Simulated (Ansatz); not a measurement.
CoF₂ was relaxed with PBE-D4 (def2-TZVP) in Ansatz in these states: neutral quartet, neutral sextet. The geometries follow in no particular order.

A:

```xyz
3

Co    0.224    0.502   -0.477
F    -1.082    0.622    0.702
F     0.858   -1.124   -0.224
```

B:

Cartesian coordinates in Å:
```
Co 0.000 0.000 0.000
F -1.721 0.164 0.092
F 1.721 -0.164 -0.092
```

**Question.** Judge from the bond lengths which geometry belongs to which state (an estimate).

**Answer.** A is the neutral sextet (Co1–F3 1.763 Å, Co1–F2 1.763 Å); B is the neutral quartet (Co1–F3 1.732 Å, Co1–F2 1.732 Å).

At PBE0-D4/def2-TZVP a quartet lies 3.76 eV below the neutral sextet. These are the stationary points nearest to one start from a short search; other shapes may lie lower in each state.
